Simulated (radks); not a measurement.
Task: The cerium ion Ce6+ is in [Kr] 4d10 5s2 5p4. Calculated with a radial shooting solver on a logarithmic mesh with Libxc functionals: scalar-relativistic Kohn-Sham, LDA (Slater exchange, Perdew-Wang correlation), spin-polarised, spherical densities, finite nucleus; Fermi nuclear charge, rms radius of each element as measured or else 0.836 A^(1/3) + 0.57 fm. Open shells are filled with parallel spins first. One electron is removed from 4p, 5p, 4d, 5s in turn, with full relaxation. Which removal costs least, and what does each cost?

Result: 5p 92.922 eV; 5s 113.69 eV; 4d 198.52 eV; 4p 300.21 eV. The 5p electron leaves first.
